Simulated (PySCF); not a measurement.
How the method changes the constants of Ge₂⁻

State: ²Πu (doublet), unpaired electrons π ↑. Set-up: Ge def2-TZVPPD; no relativity (PySCF 2.14). De refers to Ge + Ge⁻ in their high-spin ground configurations, without counterpoise correction. The functionals are run spin-unrestricted.

| Level | Re (Å) | ωe (cm⁻¹) | De (eV) |
| --- | --- | --- | --- |
| UHF | 2.258 | 363 | n/a |
| UHF-MP2 | 2.288 | 321 | n/a |
| UHF-SCS-MP2 | 2.291 | 322 | n/a |
| UHF-CCSD | 2.280 | 336 | n/a |
| UHF-CCSD(T) | 2.298 | 321 | n/a |
| PBE | 2.313 | 308 | n/a |
| PBEsol | 2.294 | 315 | n/a |
| r²SCAN | 2.284 | 325 | 3.81 |
| M06-L | 2.301 | 320 | n/a |
| TPSSh | 2.288 | 323 | n/a |
| r²SCANh | 2.276 | 331 | 3.71 |
| B3LYP | 2.299 | 318 | n/a |
| PBE0 | 2.282 | 331 | n/a |
| CAM-B3LYP | 2.256 | 346 | n/a |

Task: What does the step from GGA to meta-GGA do here, going from PBE to r²SCAN?

Result: r²SCAN less PBE: -2.9 pm in Re, +5.5 % in ωe. 

Task: What does second-order correlation do here, going from UHF to UHF-MP2?

Result: UHF-MP2 less UHF: +3.0 pm in Re, -11.6 % in ωe. Correlation nearly always deepens the well. The bond lengthens, as in strong covalent bonds, where excitations into antibonding orbitals dominate.

Task: What does the triples do here, going from UHF-CCSD to UHF-CCSD(T)?

Result: UHF-CCSD(T) less UHF-CCSD: +1.8 pm in Re, -4.5 % in ωe. Correlation nearly always deepens the well. The bond lengthens, as in strong covalent bonds, where excitations into antibonding orbitals dominate.

Correlated steps freeze 18 core orbitals. Spin–orbit coupling is left out. The highest Kohn–Sham level is positive in this anion. Much of that is self-interaction error, but it also means that the finite basis helps to hold the extra electron. The state was picked by a PBE0 search and need not be the measured ground state.

The whole job (state search and all levels along the bond) took about 37 min on 2 threads of Arm Neoverse V1 (shared host), peak memory 4.8 GiB.
